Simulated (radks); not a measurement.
Values are calculated unless marked as measured or tabulated.
The hydrogen anion H-, [He], held by a Watson sphere: a shell of charge +0.81 at radius R that stands for the Madelung well of a crystal (potential energy -0.81/R inside, -0.81/r outside, in hartree with lengths in bohr). Code: a radial shooting solver on a logarithmic mesh with Libxc functionals. Model: non-relativistic Kohn-Sham, PBE, spin-polarised, spherical densities, point nucleus. Response by self-consistent Sternheimer equations with the Hartree and adiabatic LDA kernel. The sphere does not respond.

| R (bohr) | e(1s) (eV) | <r> 1s (bohr) | sum of <r^2> (bohr^2) | X-ray form factor at sin(theta)/lambda = 0.3 1/angstrom | alpha (bohr^3) |
|---|---|---|---|---|---|
| 1.56 | -5.660 | 1.719 | 7.957 | 0.382 | 13.68 |
| 2.04 | -4.834 | 1.880 | 9.564 | 0.320 | 19.66 |
| 2.19 | -4.614 | 1.925 | 10.05 | 0.308 | 21.76 |
| 2.2 | -4.600 | 1.928 | 10.08 | 0.308 | 21.90 |
| 2.52 | -4.180 | 2.015 | 11.09 | 0.290 | 26.73 |
| 2.98 | -3.666 | 2.123 | 12.45 | 0.275 | 34.49 |
| 3.14 | -3.508 | 2.156 | 12.91 | 0.272 | 37.42 |
| 3.31 | -3.350 | 2.190 | 13.37 | 0.269 | 40.65 |

Estimate the row for R = 2.93 bohr.

Answer. e(1s) (eV) -3.718; <r> 1s (bohr) 2.112; sum of <r^2> (bohr^2) 12.31; X-ray form factor at sin(theta)/lambda = 0.3 1/angstrom 0.276; alpha (bohr^3) 33.60.
